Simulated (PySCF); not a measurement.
**Stretching LiPb**

Set-up: Li cc-pVDZ, Pb cc-pVDZ-PP with ECP60; scalar-relativistic core potentials (PySCF 2.14). Energies in eV from Li + Pb in their ground configurations at the same level. State: ⁴Σ⁻ (quartet), unpaired electrons σ ↑, π ↑↑.

```
R (Å)      UHF     PBE  UHF-MP2  UHF-CCSD(T)
2.280  -0.5767  -1.047   -1.013             
2.386  -0.7563  -1.212   -1.188       -1.178
2.492  -0.8610  -1.306   -1.288       -1.280
2.571  -0.9025  -1.342   -1.326       -1.320
2.651  -0.9196  -1.355   -1.339       -1.333
2.731  -0.9175  -1.351   -1.331       -1.327
2.837  -0.8920  -1.323   -1.297       -1.295
2.969  -0.8345  -1.264   -1.227       -1.228
3.128  -0.7423  -1.170   -1.116       -1.121
3.340  -0.6029  -1.027   -0.945
```

**Question.** Put a parabola through the three lowest points of the UHF curve and estimate Re, k and ωe (reduced mass 6.787 u; 1 eV/Å² = 0.16022 mdyn/Å; ωe = 1302.8·√(k/μ) cm⁻¹).

**Answer.** Through R = 2.571, 2.651, 2.731 Å the second-order coefficient is 1.50 eV/Å², so Re ≈ 2.682 Å, k ≈ 0.481 mdyn/Å and ωe ≈ 347 cm⁻¹. A polynomial fit of higher order to the unrounded UHF energies gives Re = 2.680 Å, k = 0.442 mdyn/Å, ωe = 333 cm⁻¹; anharmonicity and rounding make the difference.

The higher-order fit for each curve: UHF: Re = 2.680 Å, ωe = 333 cm⁻¹, De = 0.92 eV; PBE: Re = 2.667 Å, ωe = 329 cm⁻¹, De = 1.36 eV; UHF-MP2: Re = 2.659 Å, ωe = 351 cm⁻¹, De = 1.34 eV; UHF-CCSD(T): Re = 2.664 Å, ωe = 348 cm⁻¹, De = 1.33 eV.

Correlated steps freeze 4 core orbitals. Correlated levels converge slowly with the basis: in double zeta they bind strong bonds too weakly, by up to about 1 eV, and carry superposition errors of some tenths. Spin–orbit coupling is left out, which matters for elements this heavy, above all for dissociation energies. The state was picked by a PBE0 search and need not be the measured ground state.
